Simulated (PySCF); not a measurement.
Several compounds and their computed core spectra got separated.

Method used: delta-SCF UKS SCAN, pcX-2 on the ionised atom, pcseg-1 elsewhere, spin-free X2C in PySCF. Geometries: PBE0-D3(BJ)/def2-SVP; isolated species, one conformer each.

Line lists (1s up to Mg, 2p3/2 beyond, nothing for Ge; areas count atoms within a level, one atom standing for each set equivalent by bonding):
1. C 1s: 293.84 eV; N 1s: 405.45 eV; O 1s: 537.21 eV
2. B 1s: 195.26 eV; C 1s: 289.74 (area 1), 289.85 (area 1), 290.17 (area 1), 290.26 (area 1), 290.28 (area 1), 290.28 (area 1), 290.33 (area 1) eV
3. C 1s: 290.75 (area 2), 291.05 (area 2), 295.06 (area 1) eV; F 1s: 692.61 eV
4. C 1s: 291.20 (area 1), 293.14 (area 1) eV; O 1s: 537.89 eV; Si 2p3/2: 107.00 eV

Structures:
A. `O=C[NH][GeH3]`
B. `C1CC[C@@H](CC)BC1`
C. `CC(=O)[SiH3]`
D. `CCC(F)(F)CC`

**Question.** Which list belongs to which compound?

**Answer.** 
- 1 = A: no other candidate has this set of levels. C 1s: 293.84 amide carbonyl carbon; N 1s: 405.45 amide nitrogen; O 1s: 537.21 amide oxygen.
- 2 = B: no other candidate has this set of levels. B 1s: 195.26 three-coordinate boron; C 1s: 289.74 sp3 carbon bound to boron, 289.85 sp3 carbon bound to boron, 290.17 ring CH2 carbon, 290.26 ring CH2 carbon, 290.28 chain CH2 carbon, 290.28 ring CH2 carbon, 290.33 methyl carbon.
- 3 = D: no other candidate has this set of levels. C 1s: 290.75 methyl carbon (×2), 291.05 chain CH2 carbon (×2), 295.06 CF2 carbon; F 1s: 692.61 fluorine of a CF2 group (×2).
- 4 = C: no other candidate has this set of levels. C 1s: 291.20 methyl carbon next to a carbonyl, 293.14 carbonyl carbon; O 1s: 537.89 carbonyl oxygen; Si 2p3/2: 107.00 SiH3 silicon.

For 2p shells one spin-free hole was relaxed; a mean-field spin–orbit operator and the ground-state splitting of the three 2p orbitals were then diagonalised within the shell. The shell's mean is (2 × 2p3/2 + 2p1/2)/3, and the degeneracies 2j + 1 give areas of 2:1. 1 of these hole states is spin-contaminated (⟨S²⟩ 0.86, against 0.75; counted from 0.85) and less certain.
